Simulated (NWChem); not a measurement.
System: C4H4ClF; SMILES FC1=C(Cl)CC1

NWChem input:

```
start job
memory heap 200 mb stack 900 mb global 1100 mb
geometry units angstroms noautosym nocenter noautoz
  F      1.699640     1.276903     0.000000
  C      0.427293     0.898934     0.000000
  C     -0.208301    -0.296076     0.000000
  Cl     0.284357    -1.939584     0.000000
  C     -1.583718     0.341914     0.000000
  C     -0.832075     1.724658     0.000000
  H     -2.194154     0.151659     0.906595
  H     -2.194154     0.151659    -0.906595
  H     -1.003617     2.343108    -0.905739
  H     -1.003617     2.343108     0.905739
end
basis spherical
  * library def2-svp
end
dft
  xc xpbe96 cpbe96
  iterations 150
end
cosmo
  do_cosmo_smd true
  solvent dmf
end
task dft energy
```

Coordinates come from a PBE-D3(BJ)/def2-SVP optimisation. Solvent: N,N-dimethylformamide.

Level: PBE/def2-SVP with SMD (1 M gas to 1 M solution), gas-phase geometry.

Q: Predict the main results of this run. (PBE/def2-SVP, SMD on the gas-phase geometry.) Quantities: solvation free energy (kcal/mol); cavity-dispersion-structure term (kcal/mol); dipole in solution (D).

A: 
| Item | Result |
|---|---|
| solvation free energy (kcal/mol) | -3.0 |
| cavity-dispersion-structure term (kcal/mol) | -0.8 |
| dipole in solution (D) | 2.56 |
